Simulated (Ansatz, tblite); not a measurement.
Removing and adding an electron: GaH2Me (CH₅Ga). Charge 0, multiplicity 1. Geometry: PBE0-D4/def2-TZVP. Ansatz, gas phase; energy differences of separate SCF runs; the oxidised species was run as a doublet alone; the reduced species was run as a doublet alone.

```csv
atom,x (Å),y (Å),z (Å)
Ga1,0.292,-0.373,0.950
H2,0.313,0.578,2.203
H3,0.668,-1.889,1.142
C4,-0.225,0.319,-0.817
H5,-1.316,0.296,-0.900
H6,0.180,-0.287,-1.629
H7,0.087,1.356,-0.949
```

The xTB rows come from tblite. Correlated methods freeze 10 core orbitals; core or outer-core shells of Ga are correlated, in sets that lack core-valence functions.

```tsv
level	−HOMO (eV)	vertical IE (eV)	−LUMO (eV)	vertical EA (eV)	HOMO–LUMO gap (eV)	remarks
GFN1-xTB	11.49	14.68	4.94	–	6.55	–
GFN2-xTB	11.03	14.20	5.69	–	5.34	–
HF/def2-TZVPD	–	–	–	-0.92	–	HOMO above zero (-1 doublet)
HF/def2-TZVPP	–	9.48	–	–	–	–
PBE-D4/def2-TZVPD	6.82	–	2.21	-0.17	4.61	HOMO above zero (-1 doublet)
r2SCAN-D4/def2-TZVP	7.08	10.19	1.87	–	5.21	–
r2SCAN-D4/def2-TZVPD	7.08	–	1.87	-0.12	5.20	HOMO above zero (-1 doublet)
PBE0-D4/def2-TZVP	8.03	10.30	1.38	–	6.65	–
PBE0-D4/def2-TZVPD	8.03	–	1.38	-0.22	6.65	HOMO above zero (-1 doublet)
MP2/def2-TZVPD	–	–	–	-0.41	–	HOMO above zero (-1 doublet)
MP2/def2-TZVPP	–	10.61	–	–	–	–
CCSD/def2-TZVPD	–	–	–	-0.38	–	HOMO above zero (-1 doublet)
CCSD/def2-TZVPP	–	10.43	–	–	–	–
CCSD(T)/def2-TZVPD	–	–	–	-0.33	–	HOMO above zero (-1 doublet)
CCSD(T)/def2-TZVPP	–	10.48	–	–	–	–
```

Run but left out: PBE-D4/def2-TZVP (charge +1 doublet: an occupied level 0.16 eV above an empty one).   A HOMO above zero means that the electron is unbound at that level or that self-interaction error raises the level; the energy of removing that electron tells which. Raw xTB energy differences between charge states are shifted by several eV; the methods need an empirical correction for them. A negative affinity means that the extra electron isn't bound; its size then hangs on the basis.
